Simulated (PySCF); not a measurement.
Mg(OSiH3)2 (H6MgO2Si2), SMILES [SiH3][O][Mg][O][SiH3].

Geometry optimised at PBE0-D3(BJ)/def2-SVP. The structure was generated by enumeration; whether it is a known compound was not checked. The values are those of a single conformer.

All values below come from C-PCM-PBE0/def2-SVP in PySCF 2.14.0.

The values are the electrostatic part of the solvation free energy, E(continuum) − E(gas) at the gas-phase geometry, in a cavity of scaled van der Waals radii (PySCF's table); cavitation and dispersion terms are not included. A continuum can't describe solvent molecules that bind to the metal. In vacuum the orbital gap is 6.57 eV. The dipole moment in vacuum is 0.00 D.

Computed values in water (ε = 78.36), benzene (ε = 2.27), N,N-dimethylformamide (ε = 37.22):
```json
[
 {"solvent": "water", "ε": "78.36", "ΔG(elec) (kcal/mol)": "-11.3", "dipole (D)": "0.00", "gap (eV)": "7.25"},
 {"solvent": "benzene", "ε": "2.27", "ΔG(elec) (kcal/mol)": "-6.1", "dipole (D)": "0.00", "gap (eV)": "6.95"},
 {"solvent": "N,N-dimethylformamide", "ε": "37.22", "ΔG(elec) (kcal/mol)": "-11.1", "dipole (D)": "0.00", "gap (eV)": "7.24"}
]
```
